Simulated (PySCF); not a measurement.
# Vertical excitation energies

Compound: C4H5BCl2.
Atom-mapped SMILES: `[CH3:1][C:2]1=[CH:3][C@H:4]1[B:5]([Cl:6])[Cl:7]` (hydrogens: H8, H9, H10 on C1; H11 on C3; H12 on C4)

Theory: PySCF 2.14.0, density-fitted response routines, TDDFT B3LYP/def2-SVPD, vertical, gas phase, core orbitals frozen in the response. The structure is a single PBE0-D3(BJ)/def2-SVP conformer in the gas phase; no vibrational or solvent corrections. Torsions of this conformer, `[CH3:1][C:2]1=[CH:3][C@H:4]1[B:5]([Cl:6])[Cl:7]`: C3–C4–B5–Cl6 -153°.

**Question.** List the vertical singlet excitations with oscillator strengths and describe the spectrum.

**Answer.** 

```csv
state,E (eV),E (hartree),f,|μ| (D),"main configurations (H = HOMO, L = LUMO)"
S1,4.62,0.1697,0.0025,0.38,H→L (98%)
S2,5.91,0.2170,0.0006,0.16,H-2→L (97%)
S3,6.10,0.2242,0.120,2.28,"H-1→L (59%), H-3→L (19%), H→L+1 (16%)"
S4,6.22,0.2285,0.110,2.16,"H-3→L (35%), H-1→L (30%), H→L+1 (28%)"
S5,6.34,0.2331,0.0093,0.62,"H→L+2 (69%), H-3→L (14%), H→L+1 (14%)"
S6,6.46,0.2375,0.052,1.46,"H→L+1 (34%), H-3→L (27%), H→L+2 (27%)"
S7,6.81,0.2503,0.055,1.46,H-1→L+1 (83%)
S8,6.90,0.2535,0.114,2.09,H-4→L (90%)
S9,7.03,0.2583,0.014,0.72,H→L+3 (96%)
S10,7.28,0.2677,0.013,0.68,"H→L+4 (45%), H-5→L (34%)"
```

Triplets, Tamm–Dancoff:

| state | E (eV) | λ (nm) | main configurations (H = HOMO, L = LUMO) |
| --- | --- | --- | --- |
| T1 | 3.99 | 310.6 | H→L (67%), H→L+1 (28%) |
| T2 | 4.66 | 265.8 | H→L+1 (61%), H→L (31%) |
| T3 | 5.38 | 230.6 | H-1→L (98%) |
| T4 | 5.76 | 215.2 | H-2→L (98%) |

The lowest singlet comes at 269 nm (446 kJ/mol) in the ultraviolet; it is very weak; its leading configuration is HOMO→LUMO (98%). The most intense listed level is S3 at 6.10 eV (203 nm, f = 0.120), 1.48 eV above S1. Löwdin shares by element: HOMO carbon 71% or more, boron 7% (atoms not listed hold the other 21%); LUMO boron 38%, chlorine 31%, carbon 11% or more (atoms not listed hold the other 20%). The listed states span 2.67 eV, and the widest gap between neighbours is 1.29 eV (S1 to S2). Weighted by f, the mean energy of these states is 6.48 eV. The oscillator strengths of these states sum to 0.491; summed over the whole spectrum of an exact calculation they would give the number of electrons, 68 (Thomas–Reiche–Kuhn). The vertical ionisation energy (ΔSCF) is 9.28 eV, 1.99 eV above S10. The window holds the lowest 10 singlets.

On one thread, Arm Neoverse V1 (aarch64), shared host with 32 logical CPUs at a one-minute load of 22, this took 2.5 min and 0.91 GiB of memory at its peak.
